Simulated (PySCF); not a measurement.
# Multinuclear NMR of C3H10B3N3

Mapped SMILES: `[BH:1]1[NH:2][BH:3][N:4]([CH:5]2[CH2:6][CH2:7]2)[BH:8][NH:9]1`. Each H is labelled by its parent atom. Ha(C6), Ha(C7) are cis to N4 on the ring; Hb(C6), Hb(C7) are trans to N4 on the ring.

- structure optimised with PBE0-D3(BJ)/def2-SVP
- GIAO PBE0/pcSseg-1 shieldings
- run in PySCF
- non-relativistic, one computed conformer, one averaged value for each set of equivalent atoms, gas phase

Problem. Predict the ¹⁵N NMR data.

Solution. 
| atoms | environment | σ (ppm) | δ (ppm) |
| --- | --- | --- | --- |
| N4 | nitrogen bonded to C, 2 B, in a 6-membered ring | 98.6 | -240.8 |
| N2/N9 | nitrogen bonded to 2 B, H, in a 6-membered ring | 119.7 | -260.0 |

Shieldings were converted by a linear fit to measured shifts: ¹⁵N (scatter 7.2 ppm rms vs CH3NO2, solution or neat liquid). Occasional misses reach two or three times the rms, and more in compound classes unlike the fitted ones.

On a 500 MHz spectrometer ¹⁵N resonates near 50.7 MHz, so 1 ppm is 50.7 Hz.
